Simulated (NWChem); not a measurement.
System: MgHBr; SMILES [MgH][Br]

The following NWChem deck was run.

```
start job
memory heap 200 mb stack 900 mb global 1100 mb
geometry units angstroms noautosym nocenter noautoz
  Mg    -0.000543    -1.624685     0.000000
  H     -0.002510    -3.319593     0.000000
  Br     0.000407     0.732565     0.000000
end
basis spherical
  * library aug-cc-pvdz
end
dft
  xc bhlyp
  iterations 150
end
tddft
  nroots 6
  notriplet
end
task tddft energy
```

Coordinates come from a B3LYP/6-31G* (spherical d) optimisation.

Vertical excitations in the gas phase.

**Question.** Give the results of this calculation. (BHandHLYP/aug-cc-pVDZ, full TDDFT.) Quantities: lowest excitation, singlet (eV); oscillator strength of that lowest state; lowest state with f > 0.02, singlet (eV); oscillator strength of that bright state; orbital gap (eV).

**Answer.** 
| Property | Result |
|---|---|
| lowest excitation, singlet (eV) | 6.07 |
| oscillator strength of that lowest state | 0.039 |
| lowest state with f > 0.02, singlet (eV) | 6.07 |
| oscillator strength of that bright state | 0.039 |
| orbital gap (eV) | 8.63 |
